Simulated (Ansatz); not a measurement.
Calculation: PBE0-D4/def2-SVP (Ansatz, a first-principles code). No frequencies were computed at this level.

Ansatz 0.2 input:
```yaml
crystal:
  periodic: [false, false, false]
  atoms:
    - { symbol: N, position_ang: [-4.049088, -0.50693, 0.052004] }
    - { symbol: Ge, position_ang: [-2.787767, 0.798473, 0.099092] }
    - { symbol: Ge, position_ang: [-0.80116, 0.360839, -1.214807] }
    - { symbol: Ge, position_ang: [1.113642, 1.819232, -1.234257] }
    - { symbol: Ge, position_ang: [2.710204, 1.557418, -3.013509] }
    - { symbol: C, position_ang: [4.146983, 2.940773, -3.035092] }
    - { symbol: O, position_ang: [5.259813, 2.732588, -2.641962] }
    - { symbol: H, position_ang: [-3.783758, -1.393757, 0.459862] }
    - { symbol: H, position_ang: [-4.456277, -0.696626, -0.854406] }
    - { symbol: H, position_ang: [-3.52125, 2.031704, -0.365665] }
    - { symbol: H, position_ang: [-2.492364, 0.969792, 1.567684] }
    - { symbol: H, position_ang: [-0.292615, -1.039796, -0.897912] }
    - { symbol: H, position_ang: [-1.219268, 0.140514, -2.663271] }
    - { symbol: H, position_ang: [0.662081, 3.270322, -1.230935] }
    - { symbol: H, position_ang: [1.842411, 1.739504, 0.092322] }
    - { symbol: H, position_ang: [3.376611, 0.206361, -3.004822] }
    - { symbol: H, position_ang: [2.008195, 1.638277, -4.354159] }
    - { symbol: H, position_ang: [3.867096, 3.948871, -3.406168] }
basis:
  gaussian: { orbitals: def2-svp }
hamiltonian:
  xc: pbe0
  dispersion: d4
relax:
  max_steps: 150
```

Output:

```
[...]
reference -230760.79141778 eV, -8480.3026693212 hartree; 80, 80 occupied and 145, 145 virtual orbitals, 2420 factors
relax step  11: F+E_penalty+E_count = -230761.19988103 eV  Δ(F+E_penalty+E_count) = -1.094e-3 eV  max|allowed force component| = 1.049e-2 eV/Å  Δτ_max = 0.0286 Å  (32 SCF iters, accepted)
these checks for a lower state are left out or cut short: starts, cluster_reference, orbital_swaps, neighbouring_geometries, increment
2420 factors; integrals over basis functions are off by at most 3.5e-4 eV
mean field -230760.77884417 eV, -8480.3022072494 hartree, gradient 1.7e-5 eV, S^2 0.000000; 0 other end points of the search recorded, 0 dependent functions left out
reference -230760.77888606 eV, -8480.3022087889 hartree; 80, 80 occupied and 145, 145 virtual orbitals, 2420 factors
relax step  12: F+E_penalty+E_count = -230761.18728260 eV  Δ(F+E_penalty+E_count) = +1.260e-2 eV  max|allowed force component| = 3.290e-1 eV/Å  Δτ_max = 0.0384 Å  (33 SCF iters, rejected (line search))
these checks for a lower state are left out or cut short: starts, cluster_reference, orbital_swaps, neighbouring_geometries, increment
2420 factors; integrals over basis functions are off by at most 3.3e-4 eV
mean field evaluation 96: about -230760.7702 eV, gradient 5.1e-3 eV
mean field -230760.79168519 eV, -8480.3026791484 hartree, gradient 1.1e-5 eV, S^2 0.000000; 0 other end points of the search recorded, 0 dependent functions left out
reference -230760.79172699 eV, -8480.3026806844 hartree; 80, 80 occupied and 145, 145 virtual orbitals, 2420 factors
relax step  13: F+E_penalty+E_count = -230761.20017699 eV  Δ(F+E_penalty+E_count) = -2.960e-4 eV  max|allowed force component| = 3.681e-3 eV/Å  Δτ_max = 0.0192 Å  (33 SCF iters, accepted)
these checks for a lower state are left out or cut short: starts, cluster_reference, orbital_swaps, neighbouring_geometries, increment
2420 factors; integrals over basis functions are off by at most 3.3e-4 eV
mean field -230760.79231631 eV, -8480.3027023413 hartree, gradient 1.3e-5 eV, S^2 0.000000; 0 other end points of the search recorded, 0 dependent functions left out
reference -230760.79235816 eV, -8480.3027038793 hartree; 80, 80 occupied and 145, 145 virtual orbitals, 2420 factors
relax step  14: F+E_penalty+E_count = -230761.20083222 eV  Δ(F+E_penalty+E_count) = -6.552e-4 eV  max|allowed force component| = 5.922e-2 eV/Å  Δτ_max = 0.0617 Å  (33 SCF iters, accepted)
these checks for a lower state are left out or cut short: starts, cluster_reference, orbital_swaps, neighbouring_geometries, increment
2420 factors; integrals over basis functions are off by at most 3.4e-4 eV
mean field -230760.79244669 eV, -8480.3027071329 hartree, gradient 9.8e-6 eV, S^2 0.000000; 0 other end points of the search recorded, 0 dependent functions left out
reference -230760.79248857 eV, -8480.3027086721 hartree; 80, 80 occupied and 145, 145 virtual orbitals, 2420 factors
relax step  15: F+E_penalty+E_count = -230761.20089281 eV  Δ(F+E_penalty+E_count) = -6.060e-5 eV  max|allowed force component| = 7.404e-2 eV/Å  Δτ_max = 0.0594 Å  (33 SCF iters, accepted)
these checks for a lower state are left out or cut short: starts, cluster_reference, orbital_swaps, neighbouring_geometries, increment
2420 factors; integrals over basis functions are off by at most 3.4e-4 eV
mean field -230760.79230526 eV, -8480.3027019356 hartree, gradient 1.2e-5 eV, S^2 0.000000; 0 other end points of the search recorded, 0 dependent functions left out
reference -230760.79234716 eV, -8480.3027034752 hartree; 80, 80 occupied and 145, 145 virtual orbitals, 2420 factors
relax step  16: F+E_penalty+E_count = -230761.20087366 eV  Δ(F+E_penalty+E_count) = +1.915e-5 eV  max|allowed force component| = 1.014e-1 eV/Å  Δτ_max = 0.0258 Å  (33 SCF iters, rejected (line search))
these checks for a lower state are left out or cut short: starts, cluster_reference, orbital_swaps, neighbouring_geometries, increment
2420 factors; integrals over basis functions are off by at most 3.4e-4 eV
mean field evaluation 128: about -230760.7927 eV, gradient 7.8e-6 eV
mean field -230760.79266777 eV, -8480.3027152574 hartree, gradient 7.8e-6 eV, S^2 0.000000; 0 other end points of the search recorded, 0 dependent functions left out
reference -230760.79270964 eV, -8480.3027167959 hartree; 80, 80 occupied and 145, 145 virtual orbitals, 2420 factors
relax step  17: F+E_penalty+E_count = -230761.20131040 eV  Δ(F+E_penalty+E_count) = -4.176e-4 eV  max|allowed force component| = 4.596e-2 eV/Å  Δτ_max = 0.0123 Å  (28 SCF iters, accepted)
these checks for a lower state are left out or cut short: starts, cluster_reference, orbital_swaps, neighbouring_geometries, increment
2420 factors; integrals over basis functions are off by at most 3.4e-4 eV
mean field -230760.79290008 eV, -8480.3027237947 hartree, gradient 1.2e-5 eV, S^2 0.000000; 0 other end points of the search recorded, 0 dependent functions left out
reference -230760.79294195 eV, -8480.3027253334 hartree; 80, 80 occupied and 145, 145 virtual orbitals, 2420 factors
relax step  18: F+E_penalty+E_count = -230761.20156132 eV  Δ(F+E_penalty+E_count) = -2.509e-4 eV  max|allowed force component| = 4.086e-3 eV/Å  Δτ_max = 0.0125 Å  (26 SCF iters, accepted)
these checks for a lower state are left out or cut short: starts, cluster_reference, orbital_swaps, neighbouring_geometries, increment
2420 factors; integrals over basis functions are off by at most 3.4e-4 eV
mean field -230760.79311502 eV, -8480.3027316936 hartree, gradient 1.2e-5 eV, S^2 0.000000; 0 other end points of the search recorded, 0 dependent functions left out
reference -230760.79315694 eV, -8480.3027332340 hartree; 80, 80 occupied and 145, 145 virtual orbitals, 2420 factors
relax step  19: F+E_penalty+E_count = -230761.20179469 eV  Δ(F+E_penalty+E_count) = -2.334e-4 eV  max|allowed force component| = 6.413e-2 eV/Å  Δτ_max = 0.0444 Å  (31 SCF iters, accepted)
these checks for a lower state are left out or cut short: starts, cluster_reference, orbital_swaps, neighbouring_geometries, increment
2420 factors; integrals over basis functions are off by at most 3.4e-4 eV
mean field -230760.79328001 eV, -8480.3027377567 hartree, gradient 1.1e-5 eV, S^2 0.000000; 0 other end points of the search recorded, 0 dependent functions left out
reference -230760.79332202 eV, -8480.3027393005 hartree; 80, 80 occupied and 145, 145 virtual orbitals, 2420 factors
relax step  20: F+E_penalty+E_count = -230761.20192681 eV  Δ(F+E_penalty+E_count) = -1.321e-4 eV  max|allowed force component| = 5.377e-2 eV/Å  Δτ_max = 0.0534 Å  (32 SCF iters, accepted)
these checks for a lower state are left out or cut short: starts, cluster_reference, orbital_swaps, neighbouring_geometries, increment
2420 factors; integrals over basis functions are off by at most 3.4e-4 eV
mean field -230760.79332623 eV, -8480.3027394552 hartree, gradient 1.9e-5 eV, S^2 0.000000; 0 other end points of the search recorded, 0 dependent functions left out
reference -230760.79336823 eV, -8480.3027409987 hartree; 80, 80 occupied and 145, 145 virtual orbitals, 2420 factors
relax step  21: F+E_penalty+E_count = -230761.20198205 eV  Δ(F+E_penalty+E_count) = -5.524e-5 eV  max|allowed force component| = 2.491e-2 eV/Å  Δτ_max = 0.0037 Å  (26 SCF iters, accepted)
these checks for a lower state are left out or cut short: starts, cluster_reference, orbital_swaps, neighbouring_geometries, increment
2420 factors; integrals over basis functions are off by at most 3.4e-4 eV
mean field evaluation 160: about -230760.7934 eV, gradient 1.4e-5 eV
mean field -230760.79336226 eV, -8480.3027407795 hartree, gradient 1.4e-5 eV, S^2 0.000000; 0 other end points of the search recorded, 0 dependent functions left out
reference -230760.79340426 eV, -8480.3027423231 hartree; 80, 80 occupied and 145, 145 virtual orbitals, 2420 factors
relax step  22: F+E_penalty+E_count = -230761.20205165 eV  Δ(F+E_penalty+E_count) = -6.959e-5 eV  max|allowed force component| = 2.906e-2 eV/Å  Δτ_max = 0.0103 Å  (26 SCF iters, accepted)
these checks for a lower state are left out or cut short: starts, cluster_reference, orbital_swaps, neighbouring_geometries, increment
2420 factors; integrals over basis functions are off by at most 3.4e-4 eV
mean field -230760.79339233 eV, -8480.3027418845 hartree, gradient 1.2e-5 eV, S^2 0.000000; 0 other end points of the search recorded, 0 dependent functions left out
reference -230760.79343438 eV, -8480.3027434297 hartree; 80, 80 occupied and 145, 145 virtual orbitals, 2420 factors
relax step  23: F+E_penalty+E_count = -230761.20213611 eV  Δ(F+E_penalty+E_count) = -8.447e-5 eV  max|allowed force component| = 1.579e-2 eV/Å  Δτ_max = 0.0331 Å  (33 SCF iters, accepted)
these checks for a lower state are left out or cut short: starts, cluster_reference, orbital_swaps, neighbouring_geometries, increment
2420 factors; integrals over basis functions are off by at most 3.4e-4 eV
mean field -230760.79283704 eV, -8480.3027214779 hartree, gradient 1.9e-5 eV, S^2 0.000000; 0 other end points of the search recorded, 0 dependent functions left out
reference -230760.79287927 eV, -8480.3027230299 hartree; 80, 80 occupied and 145, 145 virtual orbitals, 2420 factors
relax step  24: F+E_penalty+E_count = -230761.20147354 eV  Δ(F+E_penalty+E_count) = +6.626e-4 eV  max|allowed force component| = 1.573e-1 eV/Å  Δτ_max = 0.0805 Å  (32 SCF iters, rejected (line search))
these checks for a lower state are left out or cut short: starts, cluster_reference, orbital_swaps, neighbouring_geometries, increment
2420 factors; integrals over basis functions are off by at most 3.4e-4 eV
mean field -230760.79347186 eV, -8480.3027448073 hartree, gradient 1.2e-5 eV, S^2 0.000000; 0 other end points of the search recorded, 0 dependent functions left out
reference -230760.79351395 eV, -8480.3027463540 hartree; 80, 80 occupied and 145, 145 virtual orbitals, 2420 factors
relax step  25: F+E_penalty+E_count = -230761.20219314 eV  Δ(F+E_penalty+E_count) = -5.703e-5 eV  max|allowed force component| = 1.026e-2 eV/Å  Δτ_max = 0.0252 Å  (33 SCF iters, accepted)
these checks for a lower state are left out or cut short: starts, cluster_reference, orbital_swaps, neighbouring_geometries, increment
2420 factors; integrals over basis functions are off by at most 3.4e-4 eV
mean field -230760.79341616 eV, -8480.3027427601 hartree, gradient 2.6e-5 eV, S^2 0.000000; 0 other end points of the search recorded, 0 dependent functions left out
reference -230760.79345827 eV, -8480.3027443078 hartree; 80, 80 occupied and 145, 145 virtual orbitals, 2420 factors
relax step  26: F+E_penalty+E_count = -230761.20216875 eV  Δ(F+E_penalty+E_count) = +2.439e-5 eV  max|allowed force component| = 1.077e-2 eV/Å  Δτ_max = 0.0144 Å  (26 SCF iters, rejected (line search))
these checks for a lower state are left out or cut short: starts, cluster_reference, orbital_swaps, neighbouring_geometries, increment
2420 factors; integrals over basis functions are off by at most 3.4e-4 eV
mean field evaluation 192: about -230760.7935 eV, gradient 2.2e-5 eV
mean field -230760.79345975 eV, -8480.3027443623 hartree, gradient 2.2e-5 eV, S^2 0.000000; 0 other end points of the search recorded, 0 dependent functions left out
reference -230760.79350184 eV, -8480.3027459087 hartree; 80, 80 occupied and 145, 145 virtual orbitals, 2420 factors
relax step  27: F+E_penalty+E_count = -230761.20220675 eV  Δ(F+E_penalty+E_count) = -1.361e-5 eV  max|allowed force component| = 6.033e-3 eV/Å  Δτ_max = 0.0070 Å  (24 SCF iters, accepted)
2420 factors; integrals over basis functions are off by at most 3.4e-4 eV
mean field -230760.79345975 eV, -8480.3027443622 hartree, gradient 2.2e-5 eV, S^2 0.000000; 1 other end points of the search recorded, 0 dependent functions left out
reference -230760.79350183 eV, -8480.3027459087 hartree; 80, 80 occupied and 145, 145 virtual orbitals, 2420 factors
Total energy: -230761.20224883 eV, -8480.3177670838 hartree
Atom 0 at    -3.987322    -0.484389     0.164261 Å, force     0.000397    -0.000102     0.001933 eV/Å
Atom 1 at    -2.605265     0.734720     0.177879 Å, force    -0.006033    -0.000409    -0.003690 eV/Å
Atom 2 at    -0.834088     0.302642    -1.445304 Å, force     0.004827    -0.000617     0.005643 eV/Å
Atom 3 at     0.931738     1.967565    -1.383378 Å, force    -0.002094    -0.000796    -0.002698 eV/Å
Atom 4 at     2.677823     1.485076    -3.000127 Å, force     0.002266     0.003412     0.001149 eV/Å
Atom 5 at     4.110350     2.879354    -2.858746 Å, force     0.000092    -0.000743     0.000427 eV/Å
Atom 6 at     5.058052     2.749707    -2.133794 Å, force     0.000490     0.000255    -0.001547 eV/Å
Atom 7 at    -3.701816    -1.431423     0.402153 Å, force     0.000572    -0.000965     0.000120 eV/Å
Atom 8 at    -4.492402    -0.522862    -0.717973 Å, force    -0.000888    -0.000355    -0.001588 eV/Å
Atom 9 at    -3.226025     2.114363    -0.113806 Å, force    -0.000160     0.001167    -0.000500 eV/Å
Atom 10 at    -2.006446     0.713054     1.597050 Å, force     0.003485    -0.000820    -0.001477 eV/Å
Atom 11 at    -0.200474    -1.082945    -1.188693 Å, force    -0.000530    -0.001123    -0.000049 eV/Å
Atom 12 at    -1.417017     0.270324    -2.876157 Å, force    -0.001825     0.002058     0.001657 eV/Å
Atom 13 at     0.341481     3.361485    -1.685482 Å, force     0.002041     0.001122    -0.001036 eV/Å
Atom 14 at     1.562329     2.020199     0.022809 Å, force    -0.000179    -0.001364     0.000206 eV/Å
Atom 15 at     3.311135     0.113503    -2.714299 Å, force    -0.000949    -0.000960     0.001726 eV/Å
Atom 16 at     2.084611     1.509701    -4.424751 Å, force    -0.001776     0.000386    -0.000000 eV/Å
Atom 17 at     3.976826     3.817482    -3.467643 Å, force     0.000264    -0.000144    -0.000275 eV/Å
Dipole moment:    -0.466149    -0.186124    -0.293175 e Å
```

Cost: around 13 core-minutes (rough).
